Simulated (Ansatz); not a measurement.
Gas-phase electronic energies from Ansatz, PBE0-D4/def2-TZVP geometries. CCSD(T)/CBS adds triple-zeta CCSD(T) − MP2 to the extrapolated MP2 energy (def2 sets, frozen cores). This one scheme is used for every species. DFT in def2-TZVPP. For Ge outer-core shells are correlated without core-valence functions, which leaves a few kJ/mol of doubt a bond. Scalar relativity is left out up to krypton. One conformer a species, not always the lowest.

`S[SiH2][GeH3]` + HCl → `Cl[SiH2][GeH3]` + H₂S  (ligand exchange at the Si–S bond)

`S[SiH2][GeH3]`:

```xyz
9

S    -0.031    2.370   -0.603
Si    0.940    0.534   -0.074
Ge   -0.654   -1.138    0.490
H    -0.799    1.820   -1.559
H     1.826    0.053   -1.169
H     1.781    0.889    1.098
H     0.026   -2.487    0.784
H    -1.625   -1.333   -0.689
H    -1.464   -0.708    1.722
```

HCl:

Cartesian coordinates in Å:
```
Cl -0.495 -0.171 -0.366
H 0.495 0.171 0.366
```

`Cl[SiH2][GeH3]`:

```xyz
8

Cl    1.785    0.595   -1.830
Si   -0.026    0.787   -0.862
Ge   -0.115   -0.769    0.933
H    -0.134    2.185   -0.376
H    -1.099    0.535   -1.855
H     0.019   -2.201    0.394
H    -1.458   -0.638    1.673
H     1.028   -0.495    1.922
```

H₂S:

```xyz
3

S    -0.106   -0.502   -0.346
H    -0.490   -0.122    0.881
H     0.596    0.625   -0.535
```

```tsv
level	ΔE (kcal/mol)
PBE-D4	-7.2
ωB97M-V	-8.9
r2SCANh	-8.4
SCS-MP2/def2-TZVPP	-8.8
```

Q: What does CCSD(T)/CBS give? (An estimate is asked.)

A: Ansatz gave: -8.3 kcal/mol. The listed levels differ from it by 1.1, -0.6, -0.1, -0.5 kcal/mol.

Largest T1 diagnostic among the species: 0.012.

From BLYP to BHLYP (50 % exact exchange), in def2-TZVPP and without D4, ΔE moves by −0.8 kcal/mol. In def2-TZVPP, CCSD(T) changes the Hartree–Fock value by +3.0 kcal/mol (the triples alone add +0.5 kcal/mol) and MP2 by +2.9 kcal/mol. Leaving LDA and LC-ωPBE aside and taking each functional with its dispersion term where it has one, the values, not all of them listed here, spread over 2.3 kcal/mol, from BHLYP-D4 to revPBE-D4.
